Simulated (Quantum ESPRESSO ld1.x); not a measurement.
W II, configuration [Xe] 4f14 5d3 6s1 6d1 (not the ground configuration). Method: Dirac Kohn-Sham, relativistic LDA (MacDonald-Vosko exchange, VWN5 correlation), spin-unpolarised, spherical densities, point nucleus; open shells fill j = l - 1/2 first; computed with ld1.x of Quantum ESPRESSO 7.5.

Normalised radial functions P(r) = r R(r) (large component), r in bohr:

r	6s1/2	6p1/2	6d3/2
0.003468	0.0540	0.0084	0.0001
0.00407	0.0584	0.0103	0.0001
0.004815	0.0627	0.0127	0.0001
0.00565	0.0661	0.0156	0.0002
0.006631	0.0685	0.0191	0.0003
0.007844	0.0693	0.0236	0.0005
0.009204	0.0680	0.0287	0.0007
0.0108	0.0640	0.0348	0.0010
0.01278	0.0562	0.0423	0.0016
0.01499	0.0447	0.0503	0.0023
0.01774	0.0279	0.0594	0.0035
0.02082	0.0075	0.0684	0.0050
0.02443	-0.0168	0.0768	0.0073
0.0289	-0.0446	0.0838	0.0105
0.03391	-0.0709	0.0872	0.0148
0.04011	-0.0940	0.0851	0.0207
0.04707	-0.1068	0.0756	0.0278
0.05524	-0.1056	0.0571	0.0363
0.06535	-0.0847	0.0273	0.0464
0.07668	-0.0449	-0.0099	0.0562
0.08999	0.0111	-0.0517	0.0647
0.1065	0.0768	-0.0926	0.0699
0.1249	0.1298	-0.1186	0.0684
0.1478	0.1550	-0.1208	0.0574
0.1734	0.1341	-0.0915	0.0363
0.2035	0.0653	-0.0317	0.0053
0.2407	-0.0437	0.0518	-0.0338
0.2825	-0.1496	0.1286	-0.0702
0.3315	-0.2160	0.1758	-0.0969
0.3922	-0.2066	0.1691	-0.1050
0.4602	-0.1122	0.1020	-0.0883
0.5444	0.0507	-0.0178	-0.0454
0.6389	0.2154	-0.1472	0.0135
0.7497	0.3306	-0.2529	0.0799
0.8869	0.3493	-0.3014	0.1446
1.041	0.2520	-0.2681	0.1896
1.231	0.0482	-0.1496	0.2098
1.445	-0.1968	0.0225	0.1978
1.695	-0.4339	0.2200	0.1542
2.006	-0.6182	0.4140	0.0768
2.354	-0.6979	0.5511	-0.0211
2.762	-0.6774	0.6182	-0.1330
3.267	-0.5692	0.6060	-0.2521
3.834	-0.4226	0.5274	-0.3516
4.535	-0.2680	0.4031	-0.4256
5.322	-0.1500	0.2762	-0.4546
6.246	-0.0715	0.1656	-0.4357
7.389	-0.0268	0.0819	-0.3673
8.671	-0.0084	0.0348	-0.2722
10.18	-0.0020	0.0119	-0.1730
12.04	-0.0003	0.0030	-0.0891
14.12	0.0000	0.0006	-0.0387
16.71	0.0000	0.0001	-0.0128
19.61	0.0000	0.0000	-0.0034

6s1/2: eigenvalue -16.045 eV, 5 radial nodes at r = 0.0219, 0.0874, 0.226, 0.519, 1.27 bohr, <r> = 2.79 bohr, 90 % of the charge inside 4.03 bohr. 6p1/2 (empty): eigenvalue -10.522 eV, 4 radial nodes at r = 0.0737, 0.218, 0.532, 1.42 bohr, <r> = 3.38 bohr, 90 % of the charge inside 4.96 bohr. 6d3/2: eigenvalue -4.052 eV, 3 radial nodes at r = 0.208, 0.617, 2.28 bohr, <r> = 6.10 bohr, 90 % of the charge inside 8.90 bohr.
